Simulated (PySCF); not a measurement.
Ionisation energy of In⁺ by level of theory

In⁺ [Kr] 4d10 5s2 (1S) → In²⁺ [Kr] 4d10 5s1 (2S), as a difference of total energies. All numbers are calculated (PySCF 2.14, a scalar-relativistic core potential, in def2-TZVPPD with the def2 core potential (28 electrons) (7s5p4d2f, 56 functions)). Correlated levels: valence: 4s2 4p6 4d10 frozen; valence and next inner shell: nothing frozen outside the core potential. The calculations carry no spin-orbit coupling.

Order these methods by the ionisation energy they give, lowest first.
A. PBE0
B. revPBE
C. SCS-MP2 (valence and next inner shell)
D. PBE

C (18.665 eV), A (18.726 eV), B (18.895 eV), D (19.059 eV).

Errors of the correlated levels include the incompleteness of this basis and the frozen core.

MP2 underrates the near-degeneracy of ns² with np² in the lower species.

For comparison: 18.870 eV (measured; NIST Atomic Spectra Database, ionization energies).
